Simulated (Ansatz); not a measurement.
`[NH2][Ti]([NH2])([OH])[OH]` + `O[C](F)(F)[GeH3]` → `[NH2][Ti]([OH])([OH])[OH]` + `N[C](F)(F)[GeH3]`  (redistribution)

Calculated with Ansatz (gas phase, PBE0-D4/def2-TZVP geometries, no zero-point term in ΔE). CBS: MP2 limit from def2 TZ/QZ plus the TZ coupled-cluster correction, frozen cores. DFT in def2-TZVPP. B3LYP here is the variant with VWN-RPA as its local correlation; programs differ in this. For Ge, Ti outer-core shells are correlated without core-valence functions, which leaves a few kJ/mol of doubt a bond. Scalar relativity is left out up to krypton. One conformer a species, not always the lowest.

Problem. Is it downhill or uphill in electronic energy at CCSD(T)/CBS, and by how much? (Best estimate.)

Solution. Computed: Downhill: ΔE = -0.55 eV.

Problem. What do these levels give: B3LYP-D4, B3LYP, HF/def2-TZVPP, CCSD/def2-TZVPP, HF/def2-QZVPP, CCSD/CBS(def2)? (Estimate.)

Solution. Computed: B3LYP-D4 -0.57, B3LYP -0.57, HF/def2-TZVPP -0.56, CCSD/def2-TZVPP -0.56, HF/def2-QZVPP -0.56, CCSD/CBS(def2) -0.56 eV.

Largest T1 diagnostic among the species: 0.024, so the coupled-cluster value is less sure than usual.
